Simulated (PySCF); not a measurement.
# Working with the constants of LiAs⁺

UHF-CCSD(T) constants of LiAs⁺, ⁴Σ⁻ (quartet), unpaired electrons σ ↑, π ↑↑ (PySCF, no relativity, basis sets Li pcseg-2, As pcseg-2; masses 7.0160 and 74.9216 u):

- ωe: 235.1 cm⁻¹
- ωexe: 3.38 cm⁻¹
- Be: 0.35228 cm⁻¹
- αe: 0.00697 cm⁻¹
- D (centrifugal): 3.16e-06 cm⁻¹
- De to Li⁺ + As: 0.427 eV

(1) Give the vibrational terms G(v) and spacings up to v = 6.

(2) How well does the Morse estimate ωe²/(4ωexe) reproduce De, and what is D0?

Correlated steps freeze 9 core orbitals. Spin–orbit coupling is left out. For an ion De counts to the pair picked by the measured ionisation energies or electron affinities, which need not be the lowest pair at this level. The state was picked by a PBE0 search and need not be the measured ground state.

## Answers

(1) G(v) = ωe(v+½) − ωexe(v+½)².

```json
{"v": "0", "G(v) (cm⁻¹)": "117", "G(v) − G(v−1)": "", "Bv (cm⁻¹)": "0.3488"}
{"v": "1", "G(v) (cm⁻¹)": "345", "G(v) − G(v−1)": "228", "Bv (cm⁻¹)": "0.3418"}
{"v": "2", "G(v) (cm⁻¹)": "567", "G(v) − G(v−1)": "222", "Bv (cm⁻¹)": "0.3349"}
{"v": "3", "G(v) (cm⁻¹)": "781", "G(v) − G(v−1)": "215", "Bv (cm⁻¹)": "0.3279"}
{"v": "4", "G(v) (cm⁻¹)": "990", "G(v) − G(v−1)": "208", "Bv (cm⁻¹)": "0.3209"}
{"v": "5", "G(v) (cm⁻¹)": "1191", "G(v) − G(v−1)": "201", "Bv (cm⁻¹)": "0.3139"}
{"v": "6", "G(v) (cm⁻¹)": "1385", "G(v) − G(v−1)": "195", "Bv (cm⁻¹)": "0.3070"}
```

(2) It gives 0.507 eV, 119 % of the computed De. D0 = De − G(0) = 0.427 − 0.014 = 0.413 eV.
